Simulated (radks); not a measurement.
Ce+, configuration [Xe] 5d1 6s2 (not the ground configuration). All-electron calculation, Dirac Kohn-Sham, LDA (Slater exchange, Perdew-Wang correlation), spin-unpolarised, spherical densities, point nucleus; open shells are shared between the two j in proportion to 2j + 1. Program: a radial shooting solver on a logarithmic mesh with Libxc functionals. Some entries of the table are withheld. Estimate them.

| orbital | occ. | eigenvalue (hartree) | <r> (bohr) |
|---|---|---|---|
| 1s1/2 | 2 | -1477.713 | 0.02459 |
| 2s1/2 | 2 | -237.0692 | 0.1048 |
| 2p1/2 | 2 | -223.9495 | 0.08799 |
| 2p3/2 | 4 | -207.5604 | 0.09419 |
| 3s1/2 | 2 | -51.56375 | 0.2787 |
| 3p1/2 | 2 | -45.99813 | 0.2684 |
| 3p3/2 | 4 | -42.78009 | 0.2806 |
| 3d3/2 | 4 | -33.01308 | (1) |
| 3d5/2 | 6 | -32.32163 | (2) |
| 4s1/2 | 2 | -10.91224 | 0.6359 |
| 4p1/2 | 2 | -8.84125 | 0.6538 |
| 4p3/2 | 4 | -8.13825 | 0.6810 |
| 4d3/2 | 4 | -4.72718 | 0.7327 |
| 4d5/2 | 6 | -4.60292 | 0.7422 |
| 5s1/2 | 2 | -1.92645 | 1.477 |
| 5p1/2 | 2 | -1.33299 | (3) |
| 5p3/2 | 4 | -1.21881 | (4) |
| 5d3/2 | 0.4 | -0.43151 | 2.415 |
| 5d5/2 | 0.6 | -0.42023 | 2.454 |
| 6s1/2 | 2 | -0.37070 | 3.691 |
| 6p1/2 | 0 | -0.24883 | 4.398 |
| 6p3/2 | 0 | -0.23459 | 4.572 |
| 7s1/2 | 0 | -0.10806 | 8.060 |
| 6d3/2 | 0 | -0.09450 | 7.096 |
| 6d5/2 | 0 | -0.09306 | 7.176 |

Answer. 
(1) 3d3/2 <r> (bohr): 0.2515
(2) 3d5/2 <r> (bohr): 0.2554
(3) 5p1/2 <r> (bohr): 1.638
(4) 5p3/2 <r> (bohr): 1.713
